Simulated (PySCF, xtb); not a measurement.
Dimer: H4Sn (SMILES [SnH4]) (first 5 atoms) with HF (SMILES F); geometry from B3LYP-D3(BJ)/def2-TZVP, rigid monomers moved along the line of their centres of mass till H3···H7 is 2.36 Å.
(charge 0, multiplicity 1):
```json
[
 {"atom": "Sn", "x (Å)": "0.1492", "y (Å)": "0.2715", "z (Å)": "0.1369"},
 {"atom": "H", "x (Å)": "-1.4909", "y (Å)": "0.3175", "z (Å)": "-0.3203"},
 {"atom": "H", "x (Å)": "0.3453", "y (Å)": "-0.9630", "z (Å)": "1.3251"},
 {"atom": "H", "x (Å)": "1.1387", "y (Å)": "-0.1504", "z (Å)": "-1.1863"},
 {"atom": "H", "x (Å)": "0.6431", "y (Å)": "1.7522", "z (Å)": "0.8185"},
 {"atom": "F", "x (Å)": "-1.2449", "y (Å)": "-0.8743", "z (Å)": "4.1672"},
 {"atom": "H", "x (Å)": "-0.7098", "y (Å)": "-1.0808", "z (Å)": "3.4321"}
]
```

Interaction energies are E(AB) − E(A) − E(B) at the monomers' geometry in the complex; basis-set methods are counterpoise corrected. Rows marked so take none.

Rows in 3-21G, STO-3G carry no dispersion term and start afresh at each structure; the Pople sets are all-electron and without relativity.

Run with PySCF for 3-21G rows, STO-3G rows; xtb for the GFN methods. Each number belongs to the level named beside it.

Question: One of these levels gives -0.34 kcal/mol for the interaction energy. Which one is it?
A) HF/3-21G (no counterpoise)
B) GFN2-xTB
C) HF/STO-3G (no counterpoise)

Answer: C, HF/STO-3G (no counterpoise). The others give -0.82 (GFN2-xTB), -1.64 (HF/3-21G (no counterpoise))
